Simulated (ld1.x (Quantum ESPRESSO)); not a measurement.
# scandium: variants of one PAW potential

Base potential:

Sc, PAW, made with ld1.x (Quantum ESPRESSO) 7.5 (LDA (PZ), scalar-relativistic). Core [Ne], reference 3s2 3p6 3d1 4s2 4p0. Waves: 3s (bound): rcut 1.55, rcutus 1.75 bohr; 4s (bound): rcut 1.55, rcutus 1.75 bohr; 3p (bound): rcut 1.70, rcutus 1.90 bohr; 4p (bound, empty): rcut 1.70, rcutus 1.90 bohr; 3d (bound): rcut 2.25, rcutus 3.10 bohr; 3d channel at 1.95 Ry: rcut 2.25, rcutus 3.10 bohr. Local part: all-electron potential smoothed inside 1.35 bohr (lloc = -2). Core correction: Bessel-smoothed model core, default radius (core density twice the valence density). Augmentation charge: PSQ, inside the norm-conserving radii.

Cutoffs, loose and tight: the cutoffs (Ry, on a coarse ladder) from which the occupation-weighted sum of valence levels, in a spherical-Bessel basis at the reference potential, stays within 10 and 1 mRy of its value at 400 Ry. They do not see the model core or the augmentation charge, which bear on the density cutoff. Test errors are all-electron minus pseudo excitation energies from the reference, over the configurations 3s2 3p6 3d1 4s1 4p0; 3s2 3p6 3d1 4s0 4p0; 3s2 3p6 3d0 4s0 4p0; 3s2 3p5 3d1 4s2 4p0; 3s2 3p6 3d2 4s0 4p0; 3s2 3p6 3d0 4s2 4p0; 3s2 3p6 3d1.5 4s1.5 4p0 (two spin-polarised tests are not counted in the largest error). A dash means not determined; rows that change the core or the reference have their own tests.

The default core radius of the base comes out at 0.56 bohr.

| change | outcome | cutoff, loose | cutoff, tight | bound ghosts | largest test error (meV) |
| --- | --- | --- | --- | --- | --- |
| base | generated | 25 Ry | 40 Ry | none | -6.7 |
| core correction a·sin(br)/r model core, default radius (ld1.x builds one for every PAW set, though the input has nlcc=.false.) | generated | 25 Ry | 40 Ry | none | -9.1 |
| core correction Bessel-smoothed model core inside 0.68 bohr | generated | 25 Ry | 40 Ry | none | -6.9 |
| core correction Bessel-smoothed model core inside 0.82 bohr | generated | 25 Ry | 40 Ry | none | -7.4 |
| core correction Bessel-smoothed model core inside 1.00 bohr | generated | 25 Ry | 40 Ry | none | -8.4 |
| core correction Bessel-smoothed model core inside 1.22 bohr | generated | 25 Ry | 40 Ry | none | -9.0 |
| core correction Bessel-smoothed model core inside 1.38 bohr | generated | 25 Ry | 40 Ry | none | -9.1 |
| core correction Bessel-smoothed model core inside 1.58 bohr | generated | 25 Ry | 40 Ry | none | -9.1 |
| core correction Bessel-smoothed model core inside 1.78 bohr | generated | 25 Ry | 40 Ry | none | -9.1 |
| core correction Bessel-smoothed model core inside 1.96 bohr | generated | 25 Ry | 40 Ry | none | -9.1 |
| core correction Bessel-smoothed model core inside 2.06 bohr | generated | 25 Ry | 40 Ry | none | -9.1 |
